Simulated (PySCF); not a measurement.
Simulation results for ClFH3Si2, FH7Si3, AlFH2NSi, AlBFH4Si

All values are calculated (PySCF 2.14.0). Calculation on a computer-drawn molecule: optimised geometry and harmonic frequencies of an isolated molecule of the commonest isotopes, restricted reference for singlets and unrestricted otherwise, frozen core in MP2.

Common to all runs: basis cc-pV(D+d)Z.

(1) ClFH3Si2

Start structure:
```xyz
7
ClFH3Si2
F     -1.5059    -1.6553    -3.2050
Si    -2.1216    -1.9679    -1.7960
Si    -1.2582    -0.7676     0.1252
Cl    -2.3520    -1.5364     1.6456
H     -3.1666    -2.9877    -1.9069
H     -1.5559     0.6333    -0.1758
H      0.1573    -1.1372     0.1610
```

Here we set charge 1, multiplicity 1 and method MP2.

The calculation gives: rotational constants 9.957, 1.367, 1.221 GHz; total energy -1138.8572 hartree; convergence status largest gradient component 8.88e-06 hartree/bohr.

Drawn bonds:
| atom | other atom | order |
| --- | --- | --- |
| 1 | 2 | 1 |
| 2 | 3 | 1 |
| 3 | 4 | 1 |
| 2 | 5 | 1 |
| 3 | 6 | 1 |
| 3 | 7 | 1 |

Optimised structure:
```xyz
7
ClFH3Si2
F     -1.5078    -1.6615    -3.2320
Si    -2.1110    -1.9562    -1.7884
Si    -1.2593    -0.7677     0.1295
Cl    -2.3710    -1.5580     1.6254
H     -3.1659    -2.9814    -1.8714
H     -1.5521     0.6404    -0.1763
H      0.1642    -1.1343     0.1614
```

Modes:
| frequency (cm⁻¹) | reduced mass (dalton) |
| --- | --- |
| 21.05 | 6.186 |
| 81.78 | 9.141 |
| 190 | 16.83 |
| 365.3 | 1.093 |
| 398.1 | 8.697 |
| 576.3 | 1.32 |
| 602.5 | 14.49 |
| 681.2 | 1.054 |
| 774.6 | 1.111 |
| 851.6 | 1.187 |
| 930.5 | 1.096 |
| 969.6 | 7.306 |
| 2334 | 1.027 |
| 2350 | 1.045 |
| 2364 | 1.057 |

(2) FH7Si3

Start structure:
```xyz
11
FH7Si3
F     -0.7911    -1.2108    -1.3773
Si    -1.5136    -0.0135    -0.6162
Si    -0.1811     0.6153     1.1332
Si     1.3175    -0.9096     1.9519
H     -1.8405     0.9915    -1.6910
H     -2.7627    -0.6518    -0.2539
H     -1.0908     1.0897     2.2432
H      0.5231     1.8620     0.8118
H      0.6008    -2.1210     2.3829
H      2.2236    -1.3335     0.8145
H      2.1271    -0.3982     2.9524
```

Settings of this run: charge 0, multiplicity 1 and method HF.

Results for FH7Si3: rotational constants 5.077, 1.534, 1.279 GHz; total energy -970.3751 hartree; convergence status largest gradient component 1.406e-05 hartree/bohr.

Drawn bonds:
| atom | other atom | order |
| --- | --- | --- |
| 1 | 2 | 1 |
| 2 | 3 | 1 |
| 3 | 4 | 1 |
| 2 | 5 | 1 |
| 2 | 6 | 1 |
| 3 | 7 | 1 |
| 3 | 8 | 1 |
| 4 | 9 | 1 |
| 4 | 10 | 1 |
| 4 | 11 | 1 |

Optimised structure:
```xyz
11
FH7Si3
F     -0.6097    -0.9011    -1.6919
Si    -1.5287    -0.0709    -0.6400
Si    -0.1373     0.7341     1.0905
Si     1.2660    -0.9688     1.9533
H     -2.1882     1.0139    -1.3939
H     -2.5517    -1.0031    -0.1243
H     -1.0150     1.2600     2.1685
H      0.6897     1.8543     0.5751
H      0.4422    -2.1178     2.3995
H      2.2071    -1.4267     0.9056
H      2.0380    -0.4538     3.1090
```

Modes:
| frequency (cm⁻¹) | reduced mass (dalton) |
| --- | --- |
| 29.67 | 3.594 |
| 87.6 | 2.401 |
| 97.58 | 1.374 |
| 200.2 | 4.188 |
| 359.4 | 1.156 |
| 396.2 | 5.805 |
| 451.7 | 1.348 |
| 480.5 | 2.472 |
| 554.1 | 1.277 |
| 627 | 1.347 |
| 744.5 | 1.091 |
| 778.3 | 1.16 |
| 808.5 | 1.142 |
| 867.7 | 5.51 |
| 951.7 | 1.222 |
| 978.1 | 1.107 |
| 1006 | 1.077 |
| 1023 | 1.04 |
| 1024 | 1.036 |
| 1039 | 1.064 |
| 2283 | 1.036 |
| 2292 | 1.043 |
| 2306 | 1.045 |
| 2308 | 1.036 |
| 2316 | 1.04 |
| 2331 | 1.043 |
| 2333 | 1.039 |

(3) AlFH2NSi

Start structure:
```xyz
6
AlFH2NSi
F     -1.1455     1.1071    -1.0221
Si    -1.0334    -0.0715    -0.0382
N      0.0354     0.0679     1.2355
Al     1.1689     0.5553     2.3461
H     -1.9190    -1.1526    -0.4804
H      2.2603     1.0421     3.3817
```

Settings of this run: charge 1, multiplicity 1 and method HF.

The calculation gives: rotational constants 24.43, 1.984, 1.835 GHz; total energy -685.7364 hartree; convergence status largest gradient component 1.043e-05 hartree/bohr.

Drawn bonds:
| atom | other atom | order |
| --- | --- | --- |
| 1 | 2 | 1 |
| 2 | 3 | 2 |
| 3 | 4 | 1 |
| 2 | 5 | 1 |
| 4 | 6 | 1 |

Optimised structure:
```xyz
6
AlFH2NSi
F     -1.2519     1.0845    -1.1289
Si    -0.9802    -0.0094    -0.0353
N      0.0463     0.1978     1.1393
Al     1.1639     0.5688     2.3194
H     -1.8014    -1.1763    -0.2931
H      2.1900     0.8828     3.4211
```

Modes:
| frequency (cm⁻¹) | reduced mass (dalton) |
| --- | --- |
| 90.51 | 6.797 |
| 159.5 | 3.694 |
| 372.9 | 7.243 |
| 467.9 | 1.267 |
| 471.3 | 1.213 |
| 646.7 | 1.399 |
| 654.7 | 9.452 |
| 913.1 | 1.212 |
| 1010 | 7.427 |
| 1461 | 13.95 |
| 2180 | 1.052 |
| 2497 | 1.046 |

(4) AlFH2NSi

Start structure:
```xyz
6
AlFH2NSi
F     -1.2519     1.0845    -1.1289
Si    -0.9802    -0.0094    -0.0353
N      0.0463     0.1978     1.1393
Al     1.1639     0.5688     2.3194
H     -1.8014    -1.1763    -0.2931
H      2.1900     0.8828     3.4211
```

Here we set charge 1, multiplicity 1 and method MP2.

The calculation gives: rotational constants 22.23, 1.957, 1.798 GHz; total energy -686.2154 hartree; convergence status largest gradient component 1.027e-05 hartree/bohr.

Drawn bonds:
| atom | other atom | order |
| --- | --- | --- |
| 1 | 2 | 1 |
| 2 | 3 | 2 |
| 3 | 4 | 1 |
| 2 | 5 | 1 |
| 4 | 6 | 1 |

Optimised structure:
```xyz
6
AlFH2NSi
F     -1.2382     1.1177    -1.1340
Si    -0.9931    -0.0191    -0.0453
N      0.0339     0.1246     1.1734
Al     1.1790     0.5773     2.3330
H     -1.8295    -1.1791    -0.3272
H      2.2146     0.9268     3.4225
```

Modes:
| frequency (cm⁻¹) | reduced mass (dalton) |
| --- | --- |
| 58.77 | 7.552 |
| 125.4 | 4.066 |
| 337.5 | 12.58 |
| 425.6 | 1.164 |
| 434.3 | 1.197 |
| 586.7 | 1.355 |
| 609.9 | 9.719 |
| 856.9 | 1.183 |
| 964.6 | 8.273 |
| 1378 | 14.06 |
| 2127 | 1.052 |
| 2426 | 1.046 |

(5) AlBFH4Si

Start structure:
```xyz
8
AlBFH4Si
F     -0.2844     2.6537    -1.8177
Si     0.0235     1.0538    -1.3546
B     -1.3507    -0.0731    -0.7362
Al    -0.6495    -1.9749    -0.3213
H      1.4598     1.0994    -1.6305
H     -2.4479     0.2918    -0.6310
H     -1.2350    -3.3243     0.2211
H      0.9226    -2.3181    -0.5063
```

Here we set charge 0, multiplicity 2 and method HF.

The calculation gives: rotational constants 23.41, 1.49, 1.401 GHz; total energy -657.2854 hartree; spin squared 0.7598; convergence status largest gradient component 2.934e-05 hartree/bohr.

Drawn bonds:
| atom | other atom | order |
| --- | --- | --- |
| 1 | 2 | 1 |
| 2 | 3 | 1 |
| 3 | 4 | 1 |
| 2 | 5 | 1 |
| 3 | 6 | 1 |
| 4 | 7 | 1 |
| 4 | 8 | 1 |

Optimised structure:
```xyz
8
AlBFH4Si
F     -0.3482     2.7203    -1.7963
Si    -0.0251     1.1952    -1.3927
B     -1.2634    -0.0999    -0.7567
Al    -0.5130    -2.0553    -0.3051
H      1.4183     1.0350    -1.6224
H     -2.4108     0.2278    -0.6347
H     -1.4468    -3.2173     0.2343
H      1.0274    -2.3976    -0.5029
```

Modes:
| frequency (cm⁻¹) | reduced mass (dalton) |
| --- | --- |
| 48.35 | 1.22 |
| 103 | 4.331 |
| 106 | 4.028 |
| 246.6 | 7.801 |
| 360.3 | 1.438 |
| 438.7 | 1.433 |
| 568.4 | 1.087 |
| 609.5 | 3.241 |
| 658.4 | 1.287 |
| 769.3 | 2.889 |
| 837.2 | 1.193 |
| 877.2 | 1.246 |
| 912.3 | 2.337 |
| 1004 | 2.066 |
| 1945 | 1.047 |
| 1967 | 1.036 |
| 2378 | 1.043 |
| 2715 | 1.092 |

(6) ClFH3Si2

Start structure:
```xyz
7
ClFH3Si2
F     -0.2795    -2.9487    -2.1041
Si    -0.4297    -2.0662    -0.6210
Si    -0.9876     0.1109    -1.0667
Cl    -2.9862     0.0225    -1.4945
H      0.9034    -2.4528    -0.1893
H     -0.9581     0.7889     0.1984
H     -0.4261     0.8672    -2.0826
```

Here we set charge 0, multiplicity 2 and method HF.

It finds rotational constants 6.399, 1.581, 1.383 GHz; total energy -1138.6306 hartree; spin squared 0.7573; convergence status largest gradient component 3.92e-05 hartree/bohr.

Drawn bonds:
| atom | other atom | order |
| --- | --- | --- |
| 1 | 2 | 1 |
| 2 | 3 | 1 |
| 3 | 4 | 1 |
| 2 | 5 | 1 |
| 3 | 6 | 1 |
| 3 | 7 | 1 |

Optimised structure:
```xyz
7
ClFH3Si2
F     -0.3528    -2.9400    -2.1404
Si    -0.3902    -2.1755    -0.7080
Si    -1.0697     0.0637    -1.0174
Cl    -3.0804     0.0977    -1.5405
H      0.9703    -2.2684    -0.1280
H     -0.9198     0.7897     0.2586
H     -0.3212     0.7547    -2.0840
```

Modes:
| frequency (cm⁻¹) | reduced mass (dalton) |
| --- | --- |
| 48.4 | 7.136 |
| 122 | 6.476 |
| 196.2 | 6.177 |
| 415.3 | 5.338 |
| 498.2 | 1.352 |
| 561.6 | 9.645 |
| 617 | 1.312 |
| 745 | 1.052 |
| 832.9 | 1.315 |
| 877.2 | 1.658 |
| 902.8 | 2.05 |
| 1014 | 1.06 |
| 2296 | 1.042 |
| 2335 | 1.03 |
| 2342 | 1.053 |
